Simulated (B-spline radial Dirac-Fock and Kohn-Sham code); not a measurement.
**Binding energies of Eu in different valence configurations**

The computed values come from a radial finite-basis atomic code: Dirac-Fock energy differences between relaxed states, corrected for Breit and QED terms. Correlation energy is missing from these numbers.

Reference: the tabulated ground configuration [Xe] 4f7 6s2, with 1s 48520.8 eV, 2p1/2 7621.2 eV, 2p3/2 6980.7 eV, 3p1/2 1620.4 eV, 3p3/2 1487.6 eV, 3d3/2 1164.4 eV, Kα1 41540.1 eV, Kβ1 47033.2 eV, Lα1 5844.5 eV, Lβ2 6837.0 eV.

Q: One of these configurations gives the following shifts from the reference, in eV: average energy +0.24, 1s +7.54, 2p1/2 +8.19, 2p3/2 +8.27, 3p1/2 +9.48, 3p3/2 +9.52, 3d3/2 +9.32, Kα1 -0.73, Kβ1 -1.98, Lα1 -1.07, Lβ2 +0.64. Which?
A. [Xe] 4f7 5d2
B. [Xe] 4f7 5d1 6s1
C. [Xe] 4f5 5d2 6s2
D. [Xe] 4f6 5d1 6s2
E. [Xe] 4f8 6s1
F. [Xe] 4f7 6s1 6p1
G. [Xe] 4f6 6s2 6p1

A: D. The others give [Xe] 4f6 6s2 6p1: 1s +11.28; [Xe] 4f7 6s1 6p1: 1s +1.18; [Xe] 4f7 5d2: 1s -3.36; [Xe] 4f7 5d1 6s1: 1s -2.04; [Xe] 4f5 5d2 6s2: 1s +15.72; [Xe] 4f8 6s1: 1s -8.55.
